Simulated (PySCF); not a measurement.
# Spinor energies of K(2+) (potassium, charge +2)

Start: [Ne] 3s2 3p5; 3p1/2 filled at m_j = -1/2, +1/2; 3p3/2 filled at m_j = -1/2, +1/2, +3/2. Calculated with PySCF 2.14 in an even-tempered Gaussian basis (22 s from 0.054 bohr⁻², ratio 2.4; 15 p from 0.071 bohr⁻², ratio 2.4; 5 d from 1.3 bohr⁻², ratio 2.6; 5 f from 2 bohr⁻², ratio 2.6): generalised Hartree-Fock with the X2C-1e Hamiltonian and a Gaussian nucleus; one run each with spin-orbit coupling (SO) switched off, then screened by Boettger's factors.

```tsv
spinor shell	electrons	ε, spin-free (eV)	ε, screened SO (eV)	weight of nominal j (screened SO)	rms radius, screened SO (bohr)
1s1/2	2	-3673.8	-3673.7	1.000	0.0937
2s1/2	2	-420.48	-420.45	1.000	0.417
2p1/2	2	-336.73	-338.99	0.994	0.386
2p3/2	4	-336.73	-335.57	0.997	0.388
3s1/2	2	-67.817	-67.807	1.000	1.33
3p1/2	2	-46.586	-46.645	0.626	1.47
3p3/2	3	-46.586	-46.567	0.751	1.47
```

```csv
quantity,spin-free,screened SO
E (hartree),-600.19059,-600.19660
M_J,3/2,3/2
⟨J²⟩,3.756,3.756
⟨L²⟩,2.004,2.004
⟨S²⟩,0.752,0.752
```

Each row is a mean over spinors that exchange with the open shell spreads, by up to 4.331 eV (3s1/2).

Rows whose weight is well below 1 are mixtures of j = l ± 1/2: exchange outweighs spin-orbit coupling there, and the label is only the starting occupation.

Without spin-orbit coupling the j labels of p, d and f shells carry no meaning; the spin-free column gives the mean over the occupied spinors of each nl shell.
